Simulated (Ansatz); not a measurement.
CH3NSiTe (`C1=N[SiH2][Te]1`), relaxed with RKS PBE-D4/def2-SVP in Ansatz from a rough embedded geometry. The force threshold is 0.03 eV/Å; the program also tests the step.

The species carries charge 0 and has multiplicity 1. Te takes the def2 core potential.

Start:

```xyz
7

C     0.733   -0.645   -0.924
N    -0.008    0.411   -1.048
Si   -0.467    0.567    0.636
Te   -0.284   -1.548    0.821
H     1.326   -1.216   -1.679
H    -1.864    1.095    0.782
H     0.563    1.337    1.412
```

```
step  energy (eV)  largest force (eV/Å)  largest move (Å)
   1  -17732.4912                 9.598             0.000
   2  -17734.1745                 1.851             0.195
   3  -17734.4180                 1.564             0.156
   4  -17734.5057                 1.311             0.078
   5  -17734.5563                 0.886             0.200
   6  -17734.5721                 0.154             0.048
   7  -17734.5729                 0.022             0.010
```

End:

```xyz
7

C     0.569   -0.728   -0.965
N     0.328    0.527   -0.957
Si   -0.425    0.666    0.668
Te   -0.042   -1.843    0.866
H     1.051   -1.287   -1.799
H    -1.852    1.124    0.596
H     0.371    1.541    1.591
```

Hardware: 4 threads of a server CPU on a shared host. Wall time 8.6 s, peak host memory 0.15 GiB.
